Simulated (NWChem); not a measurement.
Molecule: CBClF4; SMILES FB(Cl)C(F)(F)F

```xyz
7

B      0.4947     0.5631    -0.0230
C     -0.1309    -0.9195    -0.0094
F     -1.1902    -1.0432    -0.8355
F     -0.5484    -1.2177     1.2467
F      0.7795    -1.8494    -0.3675
Cl    -0.5443     1.9637    -0.0060
F      1.7997     0.7012    -0.0135
```
Atoms are numbered in this order, from 1.

Computed with NWChem. The geometry was optimised at B3LYP/6-31G* (spherical d). Level M06-L/def2-SVP: energy and gradient on several grids; changes count from the extra-fine grid, which is no exact limit either.

```csv
grid,size of the energy change (μHa),largest change of a gradient component (μHa/bohr),"time, medium = 1 (rough)"
xcoarse,70000,5000,about 1
coarse,6000,300,about 1
medium,20,400,about 1
fine,< 10,70,about 1
xfine,< 10,< 30,2
```
